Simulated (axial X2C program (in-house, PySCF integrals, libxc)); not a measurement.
## Curves of LiK⁺ by EOM-EA-CCSD

Calculated with an axial X2C code built on PySCF integrals: two-component X2C with atomic mean-field Coulomb and Gaunt terms, Gaussian nuclei, basis K dyall-acv3z, Li dyall-acv3z with contracted cores.

Energies in eV from the lowest point of the lowest state; states are followed by energy order within each Ω. Reference: LiK²⁺, 8 electrons correlated in 92 virtual spinors with an MP2 remainder; levels at this size can be off by some tenths of an eV. Masses 38.964 and 7.016 u.

```csv
R (Å),(1)Ω=1/2,(2)Ω=1/2,(3)Ω=1/2,(1)Ω=3/2,(4)Ω=1/2,(5)Ω=1/2,(2)Ω=3/2
3.553,0.0328,2.5072,2.5115,2.5091,3.4840,4.5289,4.5346
3.708,0.0082,2.3934,2.4774,2.4790,3.3747,4.3914,4.3970
3.862,0.0000,2.2855,2.4544,2.4559,3.2765,4.2646,4.2702
4.036,0.0057,2.1750,2.4352,2.4365,3.1769,4.1348,4.1403
4.210,0.0232,2.0752,2.4218,2.4229,3.0872,4.0178,4.0232
4.441,0.0607,1.9583,2.4128,2.4138,2.9826,3.8818,3.8870
```

**Question.** Fit the curves (1)Ω=1/2 near their minima.

**Answer.** At EOM-EA-CCSD from LiK²⁺ (the fit fixes ωe to about one per cent; ωe of higher roots by this method can be off by ten per cent):

```json
{"state": "(1)Ω=1/2", "Te (cm⁻¹)": "0", "Re (Å)": "3.879", "ωe (cm⁻¹)": "151.8"}
```

No minimum in range: (2)Ω=1/2, (3)Ω=1/2, (1)Ω=3/2, (4)Ω=1/2, (5)Ω=1/2, (2)Ω=3/2; the order of states may turn beyond it. T1 of the reference reaches 0.002 (Lee–Taylor). Curves followed by order can swap character. Number of frozen shells: K 2 s, 1 p; Li 1 s. Roots with under 60 % one-particle weight at any point are counted in the labels but not shown, and the list ends where the roots sought for some Ω run out; states that need a further excitation are missing and may lie low or lowest. Curves with a minimum but no constants failed the fit check.
